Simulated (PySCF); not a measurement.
**Bond curve of BeI⁺**

Set-up: Be x2c-SVPall, I x2c-SVPall; spin-free X2C with a Gaussian nucleus (PySCF 2.14). Energies in eV from Be⁺ + I in their ground configurations at the same level. All curves are PBE0. state 1: ¹Σ⁺ (singlet), closed shell; state 2: ³Π (triplet), unpaired electrons σ ↑, π ↑, a second solution, started from another occupation; state 3: Ms = 0 determinant of mixed spin (⟨S²⟩ near 1.0), unpaired electrons σ ↑, π ↓, a second solution, started from another occupation.

| R (Å) | state 1 | state 2 | state 3 |
| --- | --- | --- | --- |
| 1.803 | -2.371 | 1.237 | 1.287 |
| 1.887 | -2.954 | 0.301 | 0.346 |
| 1.971 | -3.279 | -0.373 | -0.331 |
| 2.034 | -3.396 | -0.747 | -0.705 |
| 2.097 | -3.429 | -1.032 | -0.991 |
| 2.160 | -3.397 | -1.246 | -1.204 |
| 2.244 | -3.279 | -1.445 | -1.401 |
| 2.349 | -3.048 | -1.588 | -1.542 |
| 2.474 | -2.699 | -1.652 | -1.603 |
| 2.642 | -2.191 | -1.623 | -1.570 |

Problem. Put a parabola through the three lowest points of the state 1 curve and estimate Re, k and ωe (reduced mass 8.415 u; 1 eV/Å² = 0.16022 mdyn/Å; ωe = 1302.8·√(k/μ) cm⁻¹).

Solution. Through R = 2.034, 2.097, 2.16 Å the second-order coefficient is 8.19 eV/Å², so Re ≈ 2.097 Å, k ≈ 2.62 mdyn/Å and ωe ≈ 727 cm⁻¹. A polynomial fit of higher order to the unrounded PBE0 energies gives Re = 2.095 Å, k = 2.64 mdyn/Å, ωe = 730 cm⁻¹; anharmonicity and rounding make the difference.

The higher-order fit for each curve: state 1: Re = 2.095 Å, ωe = 730 cm⁻¹, De = 3.43 eV; state 2: Re = 2.510 Å, ωe = 369 cm⁻¹, minimum 1.65 eV below the ground-state fragments; state 3: Re = 2.503 Å, ωe = 373 cm⁻¹, minimum 1.60 eV below the ground-state fragments.

These are scalar-relativistic numbers at best; spin–orbit coupling would shift them, the dissociation energy most. For an ion De counts to the pair picked by the measured ionisation energies or electron affinities, which need not be the lowest pair at this level. Counting both spins, an empty level lies below a filled one in some of these solutions, because spin and occupation are held.
